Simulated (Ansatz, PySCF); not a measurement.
Spin states of HOZr (SMILES [OH][Zr]), each relaxed with B3LYP-D3(BJ)/def2-TZVP.
State 1 (charge 0, multiplicity 2):
```xyz
3

Zr    -0.9910    -0.8546    -0.8803
O      0.1802     0.1840     0.1435
H      0.7776     0.7180     0.6665
```
State 2 (charge 0, multiplicity 4):
| atom | x (Å) | y (Å) | z (Å) |
|---|---|---|---|
| Zr | -1.0303 | -0.8094 | -0.9037 |
| O | 0.2807 | 0.0606 | 0.2021 |
| H | 0.7165 | 0.7962 | 0.6313 |

```tsv
level	energy of the multiplicity-4 state less that of the multiplicity-2 state (kJ/mol)	cost
SVWN5/def2-TZVPP	24.8	×0.3
PBE-D3(BJ)/def2-TZVPP	15.1	×1
PBE-D4/def2-TZVPP	15.1	×1
BLYP/def2-TZVPP	36.1	×1
BLYP-D3(BJ)/def2-TZVPP	36.1	×1
BLYP-D4/def2-TZVPP	36.1	×1
B97M-V/def2-TZVPP	24.0	×3
B3LYP/def2-TZVPP	31.8	×0.7
B3LYP-D3(BJ)/def2-TZVPP	31.8	×0.7
PBE0/def2-TZVPP	9.4	×2
PBE0-D3(BJ)/def2-TZVPP	9.4	×2
BHLYP/def2-TZVPP	31.5	×0.4
BHLYP-D3(BJ)/def2-TZVPP	31.5	×0.4
CAM-B3LYP/def2-TZVPP	34.1	×0.7
CAM-B3LYP-D3(BJ)/def2-TZVPP	34.1	×0.7
CAM-B3LYP-D4/def2-TZVPP	34.1	×0.7
wB97M-V/def2-TZVPP	39.3	×2
B2PLYP/def2-TZVPP	40.7	×0.7
CCSD/def2-SVP	51.6	-
CCSD(T)/def2-SVP	58.6	×1
```

The rows run from 9.4 (PBE0-D3(BJ)/def2-TZVPP) to 58.6 kJ/mol (CCSD(T)/def2-SVP). The dispersion term adds 0.0 in BLYP-D3(BJ), 0.1 in BLYP-D4, 0.0 in B3LYP-D3(BJ). The 9 functionals in def2-TZVPP without D3 or D4 span 31.3, from PBE0 to B2PLYP.

Singlets are restricted, other states unrestricted; no spin–orbit coupling, no relativity up to Kr; see below for the cores. The largest T1 diagnostic is 0.059.

Correlated levels freeze the inner cores; with def2 sets outer-core shells near the valence are correlated too.

Doubts at one or more of the structures used: a spin-contaminated determinant (PBE-D3(BJ)/def2-TZVPP, PBE-D4/def2-TZVPP, PBE0/def2-TZVPP, PBE0-D3(BJ)/def2-TZVPP, B2PLYP/def2-TZVPP, CCSD/def2-SVP, CCSD(T)/def2-SVP); T1 above 0.05 (CCSD/def2-SVP, CCSD(T)/def2-SVP).

Run with Ansatz (Gaussian orbitals); PySCF for the dispersion terms. Each number belongs to the level named beside it. In def2 rows elements past Kr take small-core potentials, without spin–orbit coupling.

Costs are rough ratios of core time to PBE/def2-TZVPP (about 120 s over the structures, on one shared machine); a dash marks a level with no comparable run of its own.

Ansatz is an electronic-structure program.
